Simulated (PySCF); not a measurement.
Be(F)(NMe2) (C2H6BeFN), SMILES C[N](C)[Be][F].

Geometry: PBE-D3(BJ)/def2-SVP. The structure was generated by enumeration; whether it is a known compound was not checked. One conformer was computed; it need not be the lowest.

Method: PBE/def2-TZVP in PySCF.

Gas-phase values at a fixed geometry.

```
Item                                                                                                           Result
---------------------------------------------------------------------------------------------  ----------------------
total energy                                                                                       -249.05298 hartree
point group                                                                                                       C2v
highest occupied level                                                                                       -5.14 eV
lowest empty level                                                                                           -0.86 eV
orbital gap                                                                                                   4.28 eV
dipole moment                                                                                               0.387 e·Å
quadrupole, principal values (traceless, Buckingham form, about the centre of nuclear charge)   -7.70, 1.79, 5.91 D·Å
mean static polarisability                                                                       49.9 bohr³ (7.40 Å³)
polarisability, principal values                                                               42.4, 49.5, 57.9 bohr³
```
